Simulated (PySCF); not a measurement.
C₂H₄AlNO. Atoms are numbered in the order given.

```xyz
9

Al    -1.0271     0.4196    -0.6388
H     -2.3161    -0.3299    -1.1540
C     -0.6475     2.3156    -0.8672
H      0.2810     2.4621    -1.4470
H     -0.4839     2.8054     0.1088
H     -1.4572     2.8537    -1.3856
N      0.1764    -0.5834     0.2260
C      0.9791    -1.2670     0.8057
O      1.7630    -1.9319     1.3711
```

Geometry: B3LYP-D3(BJ)/def2-SVP. A frequency run showed that this geometry is not a minimum. The structure was generated by enumeration; whether it is a known compound was not checked. Other conformers were not sampled.

Computed with TDDFT-PBE/def2-SVPD (PySCF).

Vertical excitations. Gas-phase values at a fixed geometry.

Computed excitation energies, oscillator strengths and character:
```csv
state,energy (eV),λ (nm),f,main pairs
S1,4.72,263,0.000,HOMO→LUMO 100 %
S2,5.59,222,0.000,HOMO−2→LUMO 100 %
S3,5.64,220,0.094,HOMO−1→LUMO 94 %
S4,6.19,200,0.056,HOMO→LUMO+1 95 %
S5,6.63,187,0.007,HOMO−1→LUMO+1 97 %
S6,6.85,181,0.080,"HOMO→LUMO+2 76 %, HOMO→LUMO+3 16 %"
S7,6.98,178,0.044,HOMO−2→LUMO+1 84 %
S8,7.03,176,0.061,HOMO−3→LUMO 91 %
S9,7.32,169,0.096,"HOMO→LUMO+3 63 %, HOMO−2→LUMO+2 10 %"
S10,7.34,169,0.007,HOMO−1→LUMO+2 91 %
T1,4.52,274,0,HOMO→LUMO 98 %
T2,5.04,246,0,HOMO−1→LUMO 99 %
T3,5.37,231,0,HOMO−2→LUMO 98 %
T4,5.85,212,0,HOMO→LUMO+1 98 %
```
Triplets are in the Tamm–Dancoff approximation, which puts them higher than full response would, so one can lie above its singlet here.
